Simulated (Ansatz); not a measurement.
Mulliken charges of C3H4SSi (`[SiH3]C#CC=S`) from B3LYP/def2-TZVPP in Ansatz (PBE0-D4/def2-TZVP geometry).

```json
{"atom": "Si1", "x (Å)": "-0.839", "y (Å)": "-0.895", "z (Å)": "-1.599", "charge (e)": "0.342"}
{"atom": "C2", "x (Å)": "-0.089", "y (Å)": "-0.127", "z (Å)": "-0.124", "charge (e)": "-0.026"}
{"atom": "C3", "x (Å)": "0.421", "y (Å)": "0.406", "z (Å)": "0.841", "charge (e)": "-0.042"}
{"atom": "C4", "x (Å)": "1.002", "y (Å)": "1.003", "z (Å)": "1.972", "charge (e)": "-0.140"}
{"atom": "S5", "x (Å)": "1.844", "y (Å)": "2.386", "z (Å)": "1.949", "charge (e)": "-0.133"}
{"atom": "H6", "x (Å)": "-1.771", "y (Å)": "0.078", "z (Å)": "-2.217", "charge (e)": "-0.046"}
{"atom": "H7", "x (Å)": "0.243", "y (Å)": "-1.242", "z (Å)": "-2.551", "charge (e)": "-0.046"}
{"atom": "H8", "x (Å)": "-1.575", "y (Å)": "-2.118", "z (Å)": "-1.199", "charge (e)": "-0.051"}
{"atom": "H9", "x (Å)": "0.851", "y (Å)": "0.464", "z (Å)": "2.910", "charge (e)": "0.141"}
```

Question: By hand: the dipole of these point charges (1 e Å = 4.8032 D).

Answer: Σ q r = (-0.417, -0.551, -0.423) e Å, of length 0.810 e Å = 3.89 D.

Question: How does the dipole of the full density compare? (Estimate.)

Answer: Computed: (-0.226, -0.342, -0.087) e Å, 2.01 D; the point charges give 1.94 times that, at 20° from its direction.

Point charges leave out the atoms' own dipoles, such as those of lone pairs, and Mulliken's split depends on the basis, so the two needn't agree.

B3LYP here is the variant with VWN-RPA as its local correlation; programs differ in this.
